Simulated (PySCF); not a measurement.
PySCF 2.14 output of an unrestricted HSE06 calculation on a single atom or ion in x2c-TZVPPall with one added diffuse shell each of s, p, d, f type (9s7p5d3f, 76 functions), with the spin-free X2C one-electron Hamiltonian (Gaussian nucleus):

```
SCF conv_tol = 1e-09
number electrons alpha = 27  beta = 24
    J. Heyd, G. E. Scuseria, and M. Ernzerhof.,  J. Chem. Phys. 118, 8207 (2003)
    J. Heyd, G. E. Scuseria, and M. Ernzerhof.,  J. Chem. Phys. 124, 219906 (2006)
    A. V. Krukau, O. A. Vydrov, A. F. Izmaylov, and G. E. Scuseria.,  J. Chem. Phys. 125, 224106 (2006)
cycle= 1 E= -6792.58366644902  delta_E= -0.0104  |g|= 0.0247  |ddm|= 0.245
cycle= 2 E= -6792.58381959686  delta_E= -0.000153  |g|= 0.005  |ddm|= 0.0417
cycle= 3 E= -6792.58382673301  delta_E= -7.14e-06  |g|= 0.00373  |ddm|= 0.00995
cycle= 4 E= -6792.58382910056  delta_E= -2.37e-06  |g|= 0.00024  |ddm|= 0.00313
cycle= 5 E= -6792.58382915749  delta_E= -5.69e-08  |g|= 1.98e-05  |ddm|= 0.000778
cycle= 6 E= -6792.58382915771  delta_E= -2.18e-10  |g|= 2.22e-06  |ddm|= 4.13e-05
converged SCF energy = -6792.58382915771  <S^2> = 3.7539994  2S+1 = 4.0019992
```

The run itself started from symmetry-adapted Hartree-Fock orbitals and held the occupation by maximum overlap, on a logarithmic radial grid, so the iterations belong to that start.

Which element, charge and spin multiplicity is this?

Te⁺ (tellurium, charge +1), multiplicity 4; the state was [Kr] 4d10 5s1 5p4, high-spin 4P determinant (an excited configuration).
